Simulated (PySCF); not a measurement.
PySCF input for FOS, SMILES O=[S]F (connectivity only; charge and spin as stated), charge -1, multiplicity 1, PBE0-D3(BJ)/def2-TZVPD. The structure is a stationary point at PBE0-D3(BJ)/def2-TZVPD. The spin state was assumed, not searched. The isomer is the one that the SMILES or the coordinates give; other isomers of the formula were not compared.

```python
import numpy as np
from pyscf import gto, scf, dft, df
from pyscf.hessian import thermo

mol = gto.M(
    atom='''
    O     0.57372841   -1.22823954    0.00000000
    S    -0.49275297   -0.14853102    0.00000000
    F     0.36602447    1.35582363    0.00000000
    ''',
    basis='def2-TZVPD',
    charge=-1,
    spin=0,
    max_memory=1600,
    verbose=3,
)
mf = dft.RKS(mol, xc='pbe0').density_fit(auxbasis='def2-universal-jkfit')
mf.disp = 'd3bj'
mf.grids.level = 3
mf.conv_tol = 1e-11
mf.max_cycle = 100
mf.kernel()

# [left out here: the lines that compute and print the analytic Hessian (its translational invariance restored by hand, since the grid's response is missing), thermochemistry and intensities]
```

Program output:

```
converged SCF energy = -573.052814999024

WARN: DFTD3 does not support analytical Hessian, using finite difference


WARN: Mole.unit (angstrom) is changed to Bohr

Mode                                 0                   1                   2
Irrep
Freq [cm^-1]                      328.5048            572.4426           1055.2380
Reduced mass [au]                  18.5786             23.0544             19.2578
Force const [Dyne/A]                1.1813              4.4511             12.6345
Char temp [K]                     472.6453            823.6175           1518.2525
Normal mode                   x     y     z       x     y     z       x     y     z
       0   O                 0.07  0.15 -0.00    0.02  0.03 -0.00   -0.15  0.14 -0.00
       1   S                -0.07  0.01  0.00   -0.07 -0.09 -0.00    0.08 -0.07 -0.00
       2   F                 0.05 -0.14 -0.00    0.10  0.13 -0.00   -0.01 -0.00 -0.00
temperature 298.1500 [K]
pressure 101325.00 [Pa]
Rotational constants [GHz] 32.41950 8.45888 6.70850
Symmetry number 1
Zero-point energy (ZPE) 0.00446 [Eh]   11700.587 [J/mol]
                           tot       elec      trans        rot        vib
Entropy [J/mol/K]       263.813      0.000    161.196     94.911      7.706
Cv [J/mol/K]             37.621      0.000     12.472     12.472     12.677
Cp [J/mol/K]             45.935      0.000     20.786     12.472     12.677
Internal energy [J/mol]                      3718.434   3718.434  13252.820
Internal energy [Eh]   -573.04493  -573.05281
Enthalpy [J/mol]                             6197.391   3718.434  13252.820
Enthalpy [Eh]          -573.04399
Gibbs free energy [J/mol]                  -41863.234 -24579.227  10955.256
Gibbs free energy [Eh] -573.07395
mode   freq/cm-1   IR/(km/mol)
   1      328.50         3.235
   2      572.44       171.450
   3     1055.24       210.409
max |gradient| / (hartree/bohr): 0.00010182455920340771
APT charges: [-0.8585  0.6054 -0.747 ]
```

The calculation finished and met its thresholds.

Cost: roughly 28 core-seconds.
